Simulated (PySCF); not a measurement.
**From computed data to an observable: refractive index and permittivity of the vapour**

CH4O2Te, SMILES O(C)[Te]O.

Geometry optimised at B3LYP-D3(BJ)/def2-SVP. The def2 effective core potentials stand for the cores of Te; spin–orbit coupling is left out. Other conformers were not sampled.

r2SCAN/def2-TZVP run with PySCF gives a mean static polarisability of 57.1 bohr³ and a dipole moment of 0.42 D. Take an ideal gas at 298.15 K and 1 bar, whether or not the substance is that volatile.

Work out n − 1 in the optical limit and the static ε − 1.


Polarisability volume α' = 57.1 × 0.148185 = 8.46 Å³. Number density N = p/kT = 2.43e-5 Å⁻³.
Dilute limit of Lorentz–Lorenz: n − 1 = 2π N α' = 0.0013.
Orientation term of Debye: μ²/(3kT) = 8.098 Å³ × μ²(D²) = 1.43 Å³.
ε − 1 = 4π N (α' + μ²/3kT) = 0.0030. Orientation of the dipole supplies 14 % of the static response; it can't follow optical fields. Vibrational polarisation and dispersion are left out.
